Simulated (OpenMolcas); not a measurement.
Levels of Au⁷⁺ by method

| Property | Result |
| --- | --- |
| Program | OpenMolcas 26.06 |
| Basis | ANO-RCC-VTZP [8s7p5d3f1g] |
| Scalar Hamiltonian | DKH2, point nucleus |
| Active space | 4 electrons in 10 orbitals (5d 6d) |
| State averaging | 2S+1 = 5 even, 5 roots; 2S+1 = 3 even, 45 roots; 2S+1 = 1 even, 50 roots |
| Spin-orbit coupling | RASSI with atomic mean-field integrals over the reference wave functions, term energies averaged over their components |

Methods on the same reference wave functions:
A. CASSCF
B. SS-CASPT2, IPEA 0.25 Eh, imaginary shift 0.1 Eh (closed shells correlated: 5s 5p)
C. MS-CASPT2, IPEA 0.25 Eh, imaginary shift 0.1 Eh (closed shells correlated: 5s 5p)
D. XMS-CASPT2, IPEA 0.25 Eh, imaginary shift 0.1 Eh (closed shells correlated: 5s 5p)

Energies in cm-1 above 5d4 5D1.

```
            Level       A       B       C       D
          5d4 5D1     0.0     0.0     0.0     0.0
          5d4 5D2    7206    7360    7350    7260
   5d4 5D3 [74 %]   12188   12050   12040   12040
   5d4 3G3 [60 %]   30955   28980   28990   29340
5d4 3F2(1) [52 %]   32311   29660   29650   30090
   5d4 3H5 [73 %]   33718   32510   32470   32850
5d4 3P1(1) [66 %]   35032   32750   32640   33160
   5d4 3H6 [65 %]   37220   36060   36020   36310
   5d4 3G4 [66 %]   41590   39560   39500   39870
   5d4 3G5 [73 %]   55175   53450   53400   53800
          5d4 3D1   57276   53950   53950   54400
   5d4 1I6 [65 %]   57420   56040   55990   56230
5d4 1S0(1) [65 %]   66343   62420   62230   63120
   5d4 1F3 [52 %]   69685   65270   65250   65630
5d4 3F3(2) [74 %]   83169   78180   78130   78350
       5d4 3P1(2)   84284   78410   78340   78740
5d4 3P0(2) [72 %]   88672   82450   82440   82870
       5d4 1D2(2)  108436  100410  100390  100480
       5d4 1S0(2)  136186  126230  126220  126530
```

A puts 5d4 5D0 [56 %] lowest. B puts 5d4 5D0 [51 %] lowest. C puts 5d4 5D0 [51 %] lowest. D puts 5d4 5D0 [52 %] lowest.

Among B to D the level of the table that moves most is 5d4 1S0(1) [65 %], by 890 cm-1 (lowest in C, highest in D). Moves below CASPT2's spread within the term are not significant.

From A to B the spin-free energies of the other terms of 5d4 shown, above 5D, scale by factors of 0.87 to 0.93, as is usual when dynamic correlation screens the repulsion within a d or f shell.

The lowest spin-free term lies below A's lowest term by 0.238 hartree in B, 0.238 hartree in C, 0.241 hartree in D.

CASPT2 breaks the degeneracy within a term, and the mean is taken; among the terms shown or strongly mixed into the levels shown the widest spread is 820 cm-1 (5d4 1I, D). Active for correlation alone: 6d; no level in the range computed is led by a configuration that fills it, so any true level of that kind is missing. Without dynamic correlation excited terms often stand tens of per cent too high (terms of higher spin than the ground term too low), and those without a measured partner can miss by more than the paired ones (holds for A). The CASPT2 spread within a term exceeds the gap to the next term for 5d4 3D and 5d4 1I, so the order of their levels is uncertain (holds for C; D). Levels of configurations outside the active space are missing. Levels that lie high or do not pair safely by name in every column are left out.

A share in square brackets marks a mixed level and gives the weight of the term that names it, the lowest over the columns. A number in round brackets counts repeated terms of one configuration in the order of the reference energies.
